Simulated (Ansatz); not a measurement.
Consider the ligand exchange at the Sn–C bond: `[NH2][SnH]([OH])[CH]=O` + HCl → `[NH2][SnH]([OH])[Cl]` + `C=O`.

Isolated molecules relaxed with PBE0-D4/def2-TZVP in Ansatz; ΔE leaves out vibrations. CCSD(T)/CBS adds triple-zeta CCSD(T) − MP2 to the extrapolated MP2 energy (def2 sets, frozen cores). This one scheme is used for every species. Functionals use def2-TZVPP. Elements past krypton have def2 core potentials. For Sn outer-core shells are correlated without core-valence functions, which leaves a few kJ/mol of doubt a bond. Each species was taken in one conformer, which may not be the lowest.

CCSD(T)/CBS gives -1.31 eV.

**Question.** Another level gave -1.29 eV. Which?
A. BHLYP/def2-TZVPP
B. r2SCAN0/def2-TZVPP
C. BLYP/def2-TZVPP
D. PBE0-D4/def2-TZVPP

**Answer.** D. PBE0-D4 -1.29, BHLYP -1.41, BLYP -1.22, r2SCAN0 -1.35 eV.

Largest T1 diagnostic among the species: 0.015.

Leaving LDA and LC-ωPBE aside and taking each functional with its dispersion term where it has one, the values, not all of them listed here, spread over 0.22 eV, from BHLYP-D4 to revPBE-D4. LDA lies +0.08 eV from PBE without D4. From BLYP to BHLYP (50 % exact exchange), in def2-TZVPP and without D4, ΔE moves by −0.19 eV. In def2-TZVPP, CCSD(T) changes the Hartree–Fock value by +0.32 eV (the triples alone add +0.04 eV) and MP2 by +0.26 eV.
